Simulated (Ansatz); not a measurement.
Species: ZnCl (charge 0, doublet). The spin state was set by rule; other spins were not relaxed. 
Coordinates optimised at B3LYP-D3(BJ)/def2-TZVP (Ansatz, a first-principles code):
```xyz
2

Zn     0.0000     0.0000    -0.7909
Cl     0.0000     0.0000     1.3957
```
Charge 0, spin multiplicity 2.

Basis-set convergence of Hartree-Fock and CCSD(T) correlation energies (hartree) with Ansatz. Cores are frozen in the correlated levels unless marked. Open shells are spin-unrestricted. No spin-orbit coupling. Frozen are the shells of the preceding noble gas and the d and f shells that filled before the atom's block. Non-relativistic.

```csv
basis,functions,E(HF),"E(corr, CCSD(T))"
def2-SVP,49,-2236.94800,-0.41139
def2-TZVPP,106,-2237.35692,-0.65616
def2-QZVPP,170,-2237.41182,-0.71208
```

Extrapolating the two largest sets (X = 3 and 4) as X^-3: E(corr) = (64·(-0.71208) - 27·(-0.65616))/37 = -0.7529 Eh, an estimate of the basis-set limit. The largest set recovers 94.6 % of it, the smallest 54.6 %.
